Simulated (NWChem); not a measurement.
# CH$_{5}$ClSSi; SMILES CS[SiH2]Cl

```xyz
9

Si     0.8962    -0.4592    -0.2409
Cl    -0.3124    -2.0742     0.2990
S      0.2376     1.4099     0.5420
C     -1.3406     1.6530    -0.3869
H      2.2459    -0.6821     0.3216
H      0.8985    -0.4431    -1.7234
H     -1.1695     1.6355    -1.4659
H     -1.7162     2.6375    -0.1009
H     -2.0755     0.8948    -0.1092
```
Atoms are numbered in this order, from 1.

All runs use the structure optimised with B3LYP/6-31G* (spherical d).

Task: Give the principal values of the shielding tensors (ppm) of Si1, Cl2, S3, C4 from KT2/pcSseg-1, GIAO (NWChem), with their diamagnetic and paramagnetic parts as GIAO splits them.

Result: 
```json
[
 {"atom": "Si1", "σ11": "266.5", "σ22": "395.2", "σ33": "401.6", "isotropic": "354.4", "diamagnetic": "882.3", "paramagnetic": "-527.8"},
 {"atom": "Cl2", "σ11": "771.2", "σ22": "961.3", "σ33": "1005.6", "isotropic": "912.7", "diamagnetic": "1150.4", "paramagnetic": "-237.7"},
 {"atom": "S3", "σ11": "523.5", "σ22": "610.6", "σ33": "673.4", "isotropic": "602.5", "diamagnetic": "1059.1", "paramagnetic": "-456.6"},
 {"atom": "C4", "σ11": "152.2", "σ22": "160.0", "σ33": "189.8", "isotropic": "167.3", "diamagnetic": "252.5", "paramagnetic": "-85.2"}
]
```
